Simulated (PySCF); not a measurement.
## How methods differ on the interval between two levels of I

I [Kr] 4d10 5s2 5p5 [2P3/2, M_J = 3/2] → I [Kr] 4d10 5s1 5p6 [2S1/2, M_J = 1/2], as a difference of total energies. All numbers are calculated (PySCF 2.14, the two-component X2C-1e Hamiltonian, in x2c-SVPall-2c with one added diffuse shell each of s, p type (7s9p4d, 54 functions)). Correlated levels: [Ar] 3d10 frozen; the 6 highest virtual spinors dropped. "Screened" scales the spin-orbit matrix elements by Boettger's factors to mimic the two-electron term; Breit and QED terms are absent.

```
                    method  interval between two levels (cm⁻¹)
           GHF (spin-free)                              101850
          GMP2 (spin-free)                               88471
 GHF (screened spin-orbit)                              104210
GMP2 (screened spin-orbit)                               90815
```
